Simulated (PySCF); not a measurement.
Working out the excitation energy of Cl⁺

Cl⁺ [Ne] 3s2 3p4 (3P) → Cl⁺ [Ne] 3s1 3p5 (3P). Calculation: PySCF 2.14, in aug-cc-pV(T+d)Z; no relativity, point nucleus. Frozen: [Ne]. Energies in hartree (1 hartree = 27.21139 eV):

```json
{"part": "UHF", "Cl⁺ (lower)": "-459.053383", "Cl⁺ (upper)": "-458.528006"}
{"part": "CCSD correlation", "Cl⁺ (lower)": "-0.150341", "Cl⁺ (upper)": "-0.238691"}
{"part": "(T)", "Cl⁺ (lower)": "-0.004572", "Cl⁺ (upper)": "-0.019928"}
```

What does Hartree-Fock give?

(-458.528006) − (-459.053383) = 0.525377 hartree = 14.296 eV.

What do CCSD and CCSD(T) give?

The CCSD correlation energies differ by -0.088350 hartree = -2.404 eV and the triples by -0.015356 hartree = -0.418 eV, so CCSD gives 11.892 eV and CCSD(T) 11.474 eV.

Measured between the centres of the two terms (NIST): 11.573 eV, so CCSD(T) (valence) is off by -0.099 eV.

The coupled-cluster amplitudes are large, so a single reference is strained.

What remains against the reference includes basis incompleteness, the frozen core and higher excitations.
